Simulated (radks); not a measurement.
Task: Pm44+, configuration [Ne] 3s2 3p5. Method: Dirac Kohn-Sham, PBE, spin-unpolarised, spherical densities, point nucleus; open shells fill j = l - 1/2 first; computed with a radial shooting solver on a logarithmic mesh with Libxc functionals.

Spin-orbit splittings of the eigenvalues, e(l+1/2) - e(l-1/2), with zeta = 2 splitting/(2l+1) and mean radii in bohr:

shell  occ.  splitting (eV)  zeta (eV)  <r> j=l-1/2  <r> j=l+1/2
2p        6               ?          ?      0.08152      0.08781
3p        5           142.5      95.00       0.2263       0.2359

Estimate the 2p splitting.

Result: 571.5 eV (zeta = 381.0 eV).
